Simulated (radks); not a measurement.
Results of a calculation; reference values are marked as such.
Tb, configuration [Xe] 4f9 6s2.

Code: a radial shooting solver on a logarithmic mesh with Libxc functionals. Model: scalar-relativistic Kohn-Sham, PBE, spin-unpolarised, spherical densities, point nucleus.

Energy parts (eV):
| part | energy |
|---|---|
| total | -318616.52 |
| kinetic | 342958.68 |
| electron-nucleus | -778686.88 |
| Hartree | 124074.20 |
| exchange-correlation | -6962.52 |

Orbitals (lengths in bohr, moments of r in powers of bohr):
orbital,occ.,eigenvalue (eV),<r^2>
1s,2,-51862.26,0.0006315
2s,2,-8597.043,0.009887
2p,6,-7638.625,0.007987
3s,2,-1906.775,0.06545
3p,6,-1611.260,0.06569
3d,10,-1226.478,0.05507
4s,2,-377.6379,0.3309
4p,6,-280.3686,0.3743
4d,10,-146.9211,0.4517
5s,2,-47.4857,1.983
5p,6,-24.8312,2.823
6s,2,-3.7054,19.76
4f,9,-3.0314,1.167

The highest occupied level is 4f at -3.031 eV. For comparison, the ionisation energy in NIST's Atomic Spectra Database is 5.864 eV (measured). In exact Kohn-Sham theory the highest level is minus the ionisation energy, but local and semilocal functionals leave it too shallow, through self-interaction and a potential that decays too fast; potentials with the right tail come closer.

Beside tabulated values, note that spin-unpolarised runs miss the spin-polarisation part of the exchange energy of open shells.
